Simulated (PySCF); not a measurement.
C2H5BrCd, SMILES C[CH2][Cd][Br].

Geometry optimised at B3LYP-D3(BJ)/def2-SVP. The structure was generated by enumeration; whether it is a known compound was not checked. The def2 effective core potentials stand for the cores of Cd; spin–orbit coupling is left out. Other conformers were not sampled.

Two levels are set side by side: PBE/def2-TZVP (PySCF) and PBE0/def2-TZVP (PySCF). Same geometry, gas phase. Differences are taken from unrounded values.

| quantity | PBE0 |
|---|---|
| orbital gap (eV) | 6.55 |
| highest occupied level (eV) | -7.59 |
| lowest empty level (eV) | -1.03 |
| dipole moment (D) | 3.45 |
| mean polarisability (bohr³) | 78.7 |

Q: What does PBE give, and how far is it from PBE0? (Estimate from the structure and the level; the computed values follow.)

A: 
```tsv
quantity	PBE	PBE minus PBE0
orbital gap (eV)	4.69	-1.86
highest occupied level (eV)	-6.54	1.05
lowest empty level (eV)	-1.85	-0.81
dipole moment (D)	3.43	-0.02
mean polarisability (bohr³)	82.4	3.8
```

Without exact exchange PBE keeps part of each electron's self-repulsion, which lifts occupied levels and narrows the gap. Loosely held outer electrons make PBE densities more polarisable. Differences between two approximate levels are no errors against the true value.

Rough cost on one machine, each run with all the roots and properties that it gave: PBE0 against PBE within a factor of 2.
